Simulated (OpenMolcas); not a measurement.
# As III: the spin-orbit constant, worked from levels

```
Program             : OpenMolcas 26.06
Basis               : ANO-RCC-VDZP [5s4p2d]
Scalar Hamiltonian  : DKH2, point nucleus
Active space        : 3 electrons in 4 orbitals (4s 4p)
State averaging     : 2S+1 = 4 odd, 1 root; 2S+1 = 2 odd, 11 roots; 2S+1 = 4 even, 3 roots; 2S+1 = 2 even, 9 roots
Spin-orbit coupling : state interaction with AMFI integrals over the reference wave functions, term energies averaged over their components
```

Methods: CASSCF; MS-CASPT2, IPEA 0.25 Eh, imaginary shift 0.1 Eh (closed shells correlated: 3d). Measured levels: Moore, Atomic Energy Levels, vol. II, NSRDS-NBS 35 (1971 reprint of NBS Circular 467, 1952).

**The spin-orbit constant.** For the Hund term 2P* of p1, E(J) = (A/2) J(J+1) + constant and ζ = 2S·A = A. From J = 1/2 to J = 3/2 the energy changes by 1.5 A.

```json
{"Source": "CASSCF", "E(3/2) - E(1/2)": "2380.8", "A": "1587.2", "ζ": "1587"}
{"Source": "MS-CASPT2", "E(3/2) - E(1/2)": "2387.2", "A": "1591.5", "ζ": "1591"}
{"Source": "measured", "E(3/2) - E(1/2)": "2940.0", "A": "1960.0", "ζ": "1960"}
```

All in cm-1. MS-CASPT2 is off by -18.8 % and CASSCF by -19.0 %. Both methods take the spin-orbit matrix elements from the reference wave functions, so the second can move ζ only through the term energies and any multistate remixing.

Over all roots computed the reference weight is 0.90 to 0.99 in MS-CASPT2; the roots of lowest weight are the least certain, and an intruder state may touch them. Computed and measured levels are paired by configuration, term and J; levels that our copy of the source lacks, or whose pairing is in doubt (as where it misses far off the trend of its configuration), stay unpaired and out of the deviations. Levels of configurations outside the active space are missing.

* marks odd parity.
